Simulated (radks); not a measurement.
The numbers below are computed, except where a source is named.
Task: Numerical settings for the fluorine ion F+, [He] 2s2 2p4. Level of theory: scalar-relativistic Kohn-Sham, r2SCAN, spin-polarised, spherical densities, finite nucleus; open shells are filled with parallel spins first; meta-GGA in the generalised Kohn-Sham scheme; Fermi nuclear charge, rms radius 2.8976 fm (a radial shooting solver on a logarithmic mesh with Libxc functionals). The defaults (mesh step 0.008 in ln r, mesh end at 40 bohr or more with all orbitals vanishing there, Anderson mixing 0.5 over 9 steps, residual threshold near 1e-9 with the energy settled to 1e-9 hartree or 1e-11 of itself, here a cap of 96 iterations) give E = -99.145 hartree and 2p at -25.582 eV in 16 iterations. Run on one thread of a shared host, so times are rough (Arm Neoverse V1): 0.1 s of CPU time, 0.1 s wall, 16 iterations on 2189 mesh points. One setting is changed at a time: mesh step in ln r 0.012; mesh step in ln r 0.02; mesh step in ln r 0.005; mesh end (bohr) 12; mesh end (bohr) 1; residual threshold 0.01; residual threshold 0.1; mixing 1.5; linear mixing, mixing 1; linear mixing, mixing 0.5; mixing history 20; iteration cap 3. Which runs fail to converge, and which converge to a wrong energy?

Result: Not converged within the cap: linear mixing, mixing 1; linear mixing, mixing 0.5; iteration cap 3. Settled on a wrong energy, with an occupied level pushed above zero by the early mesh end: mesh end (bohr) 1 (+20.6 hartree). Apart from these: no run marked as converged misses the energy by more than 1 mhartree.
